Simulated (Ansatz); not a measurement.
silver atom (Ag), doublet (core potentials on Ag); PBE0/def2-SVPD (Ansatz, a first-principles code).

Input for Ansatz:
Ansatz 0.2 input:
```yaml
crystal:
  periodic: [false, false, false]
  atoms:
    - {symbol: Ag, position_ang: [0.00000000, 0.00000000, 0.00000000]}
basis:
  gaussian:
    orbitals: def2-SVPD
hamiltonian:
  xc: pbe0
magnetization: {spin_polarized: true, initial_magnetization: 1}
accuracy: high
```

Q: Write the output that Ansatz gives for this input, abridged.

A: 
```
Functional definition: PBE0
331 factors; integrals over basis functions are off by at most 2.2e-9 eV
mean field evaluation 1: about -3996.7868 eV, gradient 1.7e1 eV
mean field evaluation 2: about -3995.9271 eV, gradient 2.5e1 eV
mean field evaluation 4: about -3998.1712 eV, gradient 7.3e-1 eV
mean field evaluation 8: about -3998.1783 eV, gradient 1.2e-2 eV
mean field evaluation 16: about -3998.1783 eV, gradient 3.6e-8 eV
mean field -3998.17831754 eV, -146.9303431071 hartree, gradient 2.1e-8 eV, S^2 0.751241; 0 other end points of the search recorded, 0 dependent functions left out
reference -3998.17831963 eV, -146.9303431840 hartree; 10, 9 occupied and 24, 25 virtual orbitals, 331 factors
Total energy: -3998.17831963 eV, -146.9303431840 hartree
```
